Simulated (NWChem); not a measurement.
BI$_{2}$F; SMILES FB(I)I

```xyz
4

B      0.0000     0.0000     0.8031
F      0.0000     0.0000     2.1119
I      1.8638     0.0000    -0.2172
I     -1.8638     0.0000    -0.2172
```
Atoms are numbered in this order, from 1.

Program: NWChem. Medium grid unless said otherwise, to which SCAN and Minnesota functionals are sensitive. All runs use the structure optimised with PBE0/def2-SVP. def2 effective core potentials on I; no spin-orbit coupling.

Order these by “orbital gap (eV)”, lowest first: B97-2/def2-SVP; BLYP/def2-SVP; BHandHLYP/def2-SVP; LC-BLYP (range parameter 0.33 per bohr)/def2-SVP.

BLYP/def2-SVP (4.03), B97-2/def2-SVP (5.80), BHandHLYP/def2-SVP (8.05), LC-BLYP (range parameter 0.33 per bohr)/def2-SVP (10.22)
